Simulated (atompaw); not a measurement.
## Pseudopotential generation for ytterbium: PAW (atompaw), PBE, scalar-relativistic.

ytterbium (Yb), PAW, made with atompaw 4.2.0.5 (PBE, scalar-relativistic). Core [Kr] 4d10, reference 4f14 5s2 5p6 5d0 6s2 6p0. Waves: 5s (bound): rc 1.90 bohr; 6s (bound): rc 2.35 bohr; 5p (bound): rc 2.30 bohr; 6p (bound, empty): rc 2.25 bohr; 5d (bound, empty): rc 2.35 bohr; 5d channel at 3.95 Ry: rc 2.35 bohr; 4f (bound): rc 1.15 bohr; 4f channel at 1.35 Ry: rc 1.15 bohr. Local part: ultrasoft scheme with l = 4 at 0 Ry, radius 2.10 bohr. Core correction: smooth core density matched at 2.20 bohr. Augmentation charge: besselshape compensation charge, radius 1.75 bohr; PAW radius 2.35 bohr; waves and projectors: custom polynom gramschmidtortho.

All-electron outer shells of the reference configuration (PBE, scalar-relativistic, ld1.x):

| shell | level (eV) | outermost node (bohr) | outermost maximum (bohr) |
| --- | --- | --- | --- |
| 4p | -338.25 | 0.26 | 0.48 |
| 4d | -177.93 | 0.24 | 0.49 |
| 5s | -54.92 | 0.58 | 1.07 |
| 5p | -27.42 | 0.62 | 1.24 |
| 6s | -3.92 | 1.47 | 3.28 |
| 4f | -3.01 | – | 0.49 |
| 6p | -1.11 | 1.81 | 4.66 |
| 5d | -0.67 | 0.70 | 2.12 |

Task: Does the generator finish with these settings?

Result: Yes, a potential is produced.

Task: Estimate the cutoffs (Ry, on a coarse ladder) from which the occupation-weighted sum of valence levels, in a spherical-Bessel basis at the reference potential, stays within 10 and 1 mRy of its value at 400 Ry.

Result: 160 Ry and 260 Ry.

Task: Does the potential have ghost states?

Result: No extra level below or beside the all-electron valence levels (s, p, d, f tested).

Task: Is the overlap operator S = 1 + Σ q|β⟩⟨β| positive definite (Bessel basis up to 400 Ry)?

Result: Yes: its lowest eigenvalue is 0.59 (s channel).

Task: Which valence shell sets the plane-wave cutoff?

Result: 4f: its level needs 160 Ry to come within 1 mRy, against 18 Ry for 5p.
